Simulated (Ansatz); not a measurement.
Compare A (`C=CN[SiH2]C`) with its isomer B (`C/C(N)=C\[SiH3]`).

Isolated molecules relaxed with PBE0-D4/def2-TZVP in Ansatz; ΔE leaves out vibrations. CCSD(T)/CBS is the MP2 limit (def2-TZVPP, def2-QZVPP) plus CCSD(T) − MP2 in def2-TZVPP, frozen cores. Functionals use def2-TZVPP. B3LYP here is the variant with VWN-RPA as its local correlation; programs differ in this. One conformer a species, not always the lowest.

**Question.** Which isomer does CCSD(T)/CBS put lower? Give the gap. (Best estimate.)

**Answer.** Computed: A, by 17.1 kcal/mol.

**Question.** Give E(B) − E(A) in kcal/mol with r2SCAN-D4, B3LYP, CCSD/def2-TZVPP, B2PLYP, CCSD(T)/def2-TZVPP, PBE-D4, ωB97M-V. (An estimate is asked.)

**Answer.** Computed: r2SCAN-D4 16.0, B3LYP 17.6, CCSD/def2-TZVPP 17.4, B2PLYP 17.5, CCSD(T)/def2-TZVPP 16.8, PBE-D4 14.6, ωB97M-V 16.8. None reverses the order clearly.

Largest T1 diagnostic: 0.012.

The D4 term adds −0.8 kcal/mol with B3LYP and −0.4 kcal/mol with PBE0; it sums over pairs of atoms, weighted by their polarisabilities, and B3LYP, whose exchange is more repulsive, gets the larger term. In def2-TZVPP, CCSD(T) changes the Hartree–Fock value by −2.1 kcal/mol (the triples alone add −0.6 kcal/mol) and MP2 by −2.0 kcal/mol.
